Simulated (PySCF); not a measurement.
C3H7BFN, SMILES C=CB(F)NC.

Geometry optimised at ωB97X-D3(BJ)/def2-SVP. The structure was generated by enumeration, and PubChem lists no compound with its InChIKey, so it may never have been made. One conformer was computed; it need not be the lowest.

Calculation: PySCF with ωB97X-D3(BJ)/def2-SVP.

Frequencies are harmonic and unscaled.

Q: List the normal modes with their intensities. (Estimate from the structure and the level; the computed values follow.)

A: 
```json
[
 {"mode": "1", "ν (cm⁻¹)": "78", "IR (km/mol)": "1.6", "Raman (Å⁴/amu)": "5.7", "depolarisation": "0.75", "moving atoms (share of kinetic energy)": "C 53 %, H 31 %, F 8 %"},
 {"mode": "2", "ν (cm⁻¹)": "140", "IR (km/mol)": "0.0", "Raman (Å⁴/amu)": "0.3", "depolarisation": "0.75", "moving atoms (share of kinetic energy)": "H 94 %"},
 {"mode": "3", "ν (cm⁻¹)": "167", "IR (km/mol)": "0.5", "Raman (Å⁴/amu)": "1.1", "depolarisation": "0.52", "moving atoms (share of kinetic energy)": "C 41 %, H 28 %, F 18 %, B 10 %"},
 {"mode": "4", "ν (cm⁻¹)": "179", "IR (km/mol)": "1.6", "Raman (Å⁴/amu)": "2.0", "depolarisation": "0.75", "moving atoms (share of kinetic energy)": "N 38 %, H 36 %, C 25 %"},
 {"mode": "5", "ν (cm⁻¹)": "258", "IR (km/mol)": "3.9", "Raman (Å⁴/amu)": "0.9", "depolarisation": "0.72", "moving atoms (share of kinetic energy)": "F 51 %, C 30 %, H 16 %"},
 {"mode": "6", "ν (cm⁻¹)": "413", "IR (km/mol)": "1.5", "Raman (Å⁴/amu)": "2.3", "depolarisation": "0.30", "moving atoms (share of kinetic energy)": "C 61 %, H 18 %, N 13 %"},
 {"mode": "7", "ν (cm⁻¹)": "450", "IR (km/mol)": "2.2", "Raman (Å⁴/amu)": "4.2", "depolarisation": "0.75", "moving atoms (share of kinetic energy)": "H 55 %, B 24 %, C 8 %"},
 {"mode": "8", "ν (cm⁻¹)": "566", "IR (km/mol)": "4.7", "Raman (Å⁴/amu)": "0.5", "depolarisation": "0.73", "moving atoms (share of kinetic energy)": "C 33 %, N 23 %, H 22 %, F 15 %"},
 {"mode": "9", "ν (cm⁻¹)": "607", "IR (km/mol)": "53.2", "Raman (Å⁴/amu)": "1.1", "depolarisation": "0.75", "moving atoms (share of kinetic energy)": "H 87 %"},
 {"mode": "10", "ν (cm⁻¹)": "731", "IR (km/mol)": "70.3", "Raman (Å⁴/amu)": "7.8", "depolarisation": "0.75", "moving atoms (share of kinetic energy)": "B 51 %, H 24 %, C 19 %"},
 {"mode": "11", "ν (cm⁻¹)": "768", "IR (km/mol)": "2.5", "Raman (Å⁴/amu)": "3.9", "depolarisation": "0.06", "moving atoms (share of kinetic energy)": "F 35 %, N 23 %, C 21 %, H 19 %"},
 {"mode": "12", "ν (cm⁻¹)": "1019", "IR (km/mol)": "9.7", "Raman (Å⁴/amu)": "3.7", "depolarisation": "0.67", "moving atoms (share of kinetic energy)": "H 77 %, C 17 %"},
 {"mode": "13", "ν (cm⁻¹)": "1020", "IR (km/mol)": "32.9", "Raman (Å⁴/amu)": "1.6", "depolarisation": "0.75", "moving atoms (share of kinetic energy)": "H 74 %, C 26 %"},
 {"mode": "14", "ν (cm⁻¹)": "1057", "IR (km/mol)": "10.0", "Raman (Å⁴/amu)": "0.7", "depolarisation": "0.75", "moving atoms (share of kinetic energy)": "H 90 %, C 10 %"},
 {"mode": "15", "ν (cm⁻¹)": "1085", "IR (km/mol)": "34.0", "Raman (Å⁴/amu)": "4.2", "depolarisation": "0.54", "moving atoms (share of kinetic energy)": "H 42 %, C 28 %, B 17 %, N 12 %"},
 {"mode": "16", "ν (cm⁻¹)": "1117", "IR (km/mol)": "7.6", "Raman (Å⁴/amu)": "2.6", "depolarisation": "0.26", "moving atoms (share of kinetic energy)": "H 51 %, N 17 %, C 15 %, B 14 %"},
 {"mode": "17", "ν (cm⁻¹)": "1153", "IR (km/mol)": "1.0", "Raman (Å⁴/amu)": "1.7", "depolarisation": "0.75", "moving atoms (share of kinetic energy)": "H 75 %, C 19 %"},
 {"mode": "18", "ν (cm⁻¹)": "1242", "IR (km/mol)": "112.0", "Raman (Å⁴/amu)": "14.4", "depolarisation": "0.50", "moving atoms (share of kinetic energy)": "H 53 %, B 20 %, C 14 %, N 11 %"},
 {"mode": "19", "ν (cm⁻¹)": "1320", "IR (km/mol)": "31.6", "Raman (Å⁴/amu)": "7.7", "depolarisation": "0.46", "moving atoms (share of kinetic energy)": "H 59 %, C 30 %, B 10 %"},
 {"mode": "20", "ν (cm⁻¹)": "1384", "IR (km/mol)": "115.0", "Raman (Å⁴/amu)": "1.5", "depolarisation": "0.26", "moving atoms (share of kinetic energy)": "B 44 %, H 42 %"},
 {"mode": "21", "ν (cm⁻¹)": "1439", "IR (km/mol)": "10.8", "Raman (Å⁴/amu)": "23.2", "depolarisation": "0.46", "moving atoms (share of kinetic energy)": "H 77 %, C 16 %"},
 {"mode": "22", "ν (cm⁻¹)": "1468", "IR (km/mol)": "31.4", "Raman (Å⁴/amu)": "10.1", "depolarisation": "0.53", "moving atoms (share of kinetic energy)": "H 75 %, C 14 %, B 9 %"},
 {"mode": "23", "ν (cm⁻¹)": "1485", "IR (km/mol)": "6.3", "Raman (Å⁴/amu)": "18.2", "depolarisation": "0.75", "moving atoms (share of kinetic energy)": "H 97 %"},
 {"mode": "24", "ν (cm⁻¹)": "1488", "IR (km/mol)": "61.0", "Raman (Å⁴/amu)": "38.6", "depolarisation": "0.56", "moving atoms (share of kinetic energy)": "H 88 %"},
 {"mode": "25", "ν (cm⁻¹)": "1584", "IR (km/mol)": "333.8", "Raman (Å⁴/amu)": "2.5", "depolarisation": "0.32", "moving atoms (share of kinetic energy)": "N 38 %, H 32 %, B 26 %"},
 {"mode": "26", "ν (cm⁻¹)": "1733", "IR (km/mol)": "67.6", "Raman (Å⁴/amu)": "80.8", "depolarisation": "0.20", "moving atoms (share of kinetic energy)": "C 84 %, H 12 %"},
 {"mode": "27", "ν (cm⁻¹)": "3049", "IR (km/mol)": "70.9", "Raman (Å⁴/amu)": "190.0", "depolarisation": "0.05", "moving atoms (share of kinetic energy)": "H 97 %"},
 {"mode": "28", "ν (cm⁻¹)": "3121", "IR (km/mol)": "32.2", "Raman (Å⁴/amu)": "119.4", "depolarisation": "0.75", "moving atoms (share of kinetic energy)": "H 90 %, C 10 %"},
 {"mode": "29", "ν (cm⁻¹)": "3151", "IR (km/mol)": "16.5", "Raman (Å⁴/amu)": "42.5", "depolarisation": "0.29", "moving atoms (share of kinetic energy)": "H 94 %"},
 {"mode": "30", "ν (cm⁻¹)": "3168", "IR (km/mol)": "7.9", "Raman (Å⁴/amu)": "149.3", "depolarisation": "0.18", "moving atoms (share of kinetic energy)": "H 92 %, C 8 %"},
 {"mode": "31", "ν (cm⁻¹)": "3189", "IR (km/mol)": "6.0", "Raman (Å⁴/amu)": "50.6", "depolarisation": "0.73", "moving atoms (share of kinetic energy)": "H 91 %, C 9 %"},
 {"mode": "32", "ν (cm⁻¹)": "3252", "IR (km/mol)": "7.4", "Raman (Å⁴/amu)": "75.7", "depolarisation": "0.72", "moving atoms (share of kinetic energy)": "H 89 %, C 11 %"},
 {"mode": "33", "ν (cm⁻¹)": "3670", "IR (km/mol)": "30.2", "Raman (Å⁴/amu)": "62.7", "depolarisation": "0.22", "moving atoms (share of kinetic energy)": "H 93 %"}
]
```
